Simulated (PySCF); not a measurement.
Work out the structure from these simulated measurements.

Formula: C8H12Si.

| Property | Result |
| --- | --- |
| Rotational structure | rotational constants A, B, C: 3.527, 0.530, 0.485 GHz [GFN2-xTB] |
| 1H NMR | chemical shifts (computed TMS as zero) by class: 7.15 (1 H), 5.01 (2 H), 2.74 (1 H), 1.89 (2 H), 1.22 (6 H) ppm [GIAO PBE0/pcSseg-1] |
| Dipole | 0.14 D [PBE0/pcSseg-1] |
| NMR, other nuclei | isotropic shieldings of nuclei other than C and H, by class: 385 (1 Si) ppm [GIAO PBE0/pcSseg-1] |
| 13C NMR | chemical shifts (computed TMS as zero) by class: 163.7 (1 C), 135.8 (1 C), 108.1 (1 C), 85.2 (1 C), 25.5 (2 C), 24.6 (1 C), 18.5 (1 C) ppm [GIAO PBE0/pcSseg-1] |

The electronic properties come from PySCF, for the isolated species, density fitting. Levels stand in brackets. Geometry: GFN2-xTB; no solvent, vibrations or thermal averaging. Each NMR value is the plain mean over a class of atoms that symmetry, rotation or inversion makes alike.

**Question.** Propose a structure and show how it fits.

**Answer.** Numbering: `[CH3:1][CH:2]([CH3:3])[C:4]#[C:5][C:6]1=[CH:7][CH2:8][SiH2:9]1`. Its formula, C8H12Si, gives 4 degrees of unsaturation: 1 ring and 3 π bonds in the structure found. 8 carbons fall into 7 classes; from least to most shielded: alkene CH carbon [C7] (163.7 ppm), fully substituted alkene carbon [C6] (135.8 ppm), alkyne carbon [C4] (108.1 ppm), alkyne carbon [C5] (85.2 ppm), methyl carbon [C1/C3] (25.5 ppm, 2 C), propargylic carbon [C2] (24.6 ppm), ring sp3 carbon bound to silicon [C8] (18.5 ppm). Hydrogen classes from least to most shielded: 1 H on an alkene CH carbon, C7 (7.15 ppm), 2 H on an SiH2 silicon, Si9 (5.01 ppm), 1 H on a propargylic carbon, C2 (2.74 ppm), 2 H on an sp3 carbon bound to silicon, C8 (1.89 ppm), 6 H on 2 methyl carbons, C1/C3 (1.22 ppm). The other shieldings belong to: 385 ppm, SiH2 silicon [Si9]. The optimised geometry has point group C1 and is an asymmetric top. Structure: `CC(C)C#CC1=CC[SiH2]1`. Computed isomers that give other values at the same levels: `C=CC1=CC(C)=C[SiH2]C1` (13C chemical shifts (computed TMS as zero) by class: 159.2 (1 C), 151.2 (1 C), 143.8 (1 C), 137.3 (1 C), 120.3 (1 C), 120.0 (1 C), 32.3 (1 C), 2.9 (1 C) ppm); `C=CC1=C[SiH2][C@H]2C[C@@H]1C2` (13C chemical shifts (computed TMS as zero) by class: 177.5 (1 C), 148.2 (1 C), 124.9 (1 C), 118.3 (1 C), 35.9 (2 C), 32.5 (1 C), 16.9 (1 C) ppm); `C[Si@@H]1C=CC=C1C1CC1` (13C chemical shifts (computed TMS as zero) by class: 164.5 (1 C), 156.0 (1 C), 137.5 (1 C), 130.7 (1 C), 18.9 (1 C), 18.0 (1 C), 14.9 (1 C), -6.7 (1 C) ppm). The assignments are read from this structure; whether some other isomer fits the data as well wasn't checked.
